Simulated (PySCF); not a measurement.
Löwdin shares of the frontier orbitals

Species: 1,2-benzenedithiol, C6H6S2.
Cartesian coordinates in Å at the PBE0-D3(BJ)/def2-SVP level; atoms count from 1:
```
atom  x, y, z in Å
S1     2.5425   -1.1061   -0.2002
C2     0.8610   -0.5802   -0.0683
C3    -0.1796   -1.4602    0.2509
C4    -1.4957   -1.0123    0.3070
C5    -1.7919    0.3249    0.0495
C6    -0.7620    1.2118   -0.2481
C7     0.5648    0.7758   -0.3106
S8     1.8170    1.9396   -0.7747
H9     2.3429   -2.3265    0.3420
H10    0.0430   -2.5129    0.4416
H11   -2.2933   -1.7178    0.5503
H12   -2.8229    0.6822    0.0932
H13   -0.9747    2.2688   -0.4238
H14    2.7406    1.5300    0.1273
```

Theory: TDDFT B3LYP/def2-SVPD, vertical, gas phase, core orbitals frozen in the response in PySCF 2.14.0, density-fitted response routines.

Frontier orbitals with the atoms that hold most of them (Löwdin shares over 4%, at most four atoms; ? is withheld):

```json
{"orbital": "HOMO-3", "ε (eV)": "-8.55", "atoms": "S1 33%, C2 17%, C5 16%, C6 10%"}
{"orbital": "HOMO-2", "ε (eV)": "-8.07", "atoms": "S8 32%, C7 18%, C4 12%, C3 11%"}
{"orbital": "HOMO-1", "ε (eV)": "-6.77", "atoms": "S8 24%, S1 16%, C6 15%, C3 14%"}
{"orbital": "HOMO", "ε (eV)": "-6.23", "atoms": "?"}
{"orbital": "LUMO", "ε (eV)": "?", "atoms": "?"}
{"orbital": "LUMO+1", "ε (eV)": "-0.85", "atoms": "C2 17%, C7 17%, C4 16%, C5 16%"}
{"orbital": "LUMO+2", "ε (eV)": "-0.35", "atoms": "S1 33%, S8 19%, H9 14%, H10 6%"}
```

Task: Which atoms hold the LUMO, and with what shares?

Result: C3 (bonded to 2 C and H) 21%; C6 (bonded to 2 C and H) 21%; C4 (bonded to 2 C and H) 11%; C2 (bonded to 2 C and S) 11%.

Task: Which atoms hold the HOMO, and with what shares?

Result: S1 (bonded to C and H) 26%; S8 (bonded to C and H) 22%; C2 (bonded to 2 C and S) 13%; C7 (bonded to 2 C and S) 12%. By element: sulfur 48%, carbon 24% or more.

Task: What is the LUMO energy, and the HOMO–LUMO gap?

Result: ε(LUMO) = -0.88 eV; the gap is 5.35 eV (0.1964 hartree).

Task: The HOMO–LUMO gap is 5.35 eV. Where does the response calculation put the lowest singlet, and from which orbitals?

Result: S1 is at 4.52 eV (f = 0.021), 0.82 eV below the gap, made of HOMO→LUMO (80%), HOMO-1→LUMO+1 (18%). Without the coupling terms of the response equations the lowest excitation would equal the gap.

Next come S2 at 4.83 eV (f 0.047), HOMO→LUMO+1 (57%), HOMO→LUMO+2 (33%); S3 at 4.86 eV (f 0.052), HOMO→LUMO+2 (60%), HOMO→LUMO+1 (30%); S4 at 5.34 eV (f 0.026), HOMO-1→LUMO (59%), HOMO-1→LUMO+2 (22%); S5 at 5.40 eV (f 0.035), HOMO-1→LUMO+2 (37%), HOMO-1→LUMO (25%), HOMO→LUMO+3 (15%).

Löwdin shares depend on the basis, the more so with diffuse functions.

One conformer stands for the species.
